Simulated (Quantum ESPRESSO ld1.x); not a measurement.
Q: These are the eigenvalues of the occupied orbitals of an atom or ion with whole-number occupations (hartree). All-electron calculation, scalar-relativistic Kohn-Sham, PBE, spin-unpolarised, spherical densities, point nucleus. Program: ld1.x of Quantum ESPRESSO 7.5.

| orbital | eigenvalue |
|---|---|
| 1s | -145.397 |
| 2s | -15.4853 |
| 2p | -12.5590 |
| 3s | -1.98421 |
| 3p | -1.28188 |
| 4s | -0.32948 |

Which element is it, and in what charge state? The configuration may be excited.

A: Z = 20, calcium, charge +1: Ca+ in [Ar] 4s1. The list shows which subshells hold electrons but not how many an open one holds; the 1s level, -145.4 hartree, gives Z - s = 17.1 by -(Z - s)^2/2, which with screening and relativity narrows Z to a few neighbours, and the depths of the outer levels then fix element, charge and occupations together.
